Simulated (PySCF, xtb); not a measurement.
C5H7BO, SMILES C#CB1OC[C@@H]1C.

Harmonic wavenumbers (cm⁻¹) from GFN2-xTB (xtb) at its own minimum, in rising order: 97, 123, 160, 211, 261, 361, 422, 521, 562, 669, 697, 761, 905, 928, 991, 1033, 1067, 1112, 1122, 1159, 1182, 1245, 1293, 1317, 1409, 1468, 1499, 1503, 2208, 2948, 2964, 2967, 3004, 3027, 3035, 3364.

Question: What does PBE0-D3(BJ)/def2-SVP run with PySCF give at its own minimum? (An estimate is asked for; the answer gives what the named calculation found.)

Answer: 103, 129, 167, 231, 275, 366, 474, 530, 635, 715, 764, 770, 888, 913, 988, 1014, 1086, 1119, 1163, 1194, 1201, 1278, 1372, 1392, 1406, 1468, 1475, 1496, 2195, 3046, 3070, 3089, 3133, 3141, 3150, 3478. Paired by order, the mean absolute difference is 42 cm⁻¹ and the zero-point energies are 68.0 and 69.9 kcal/mol.
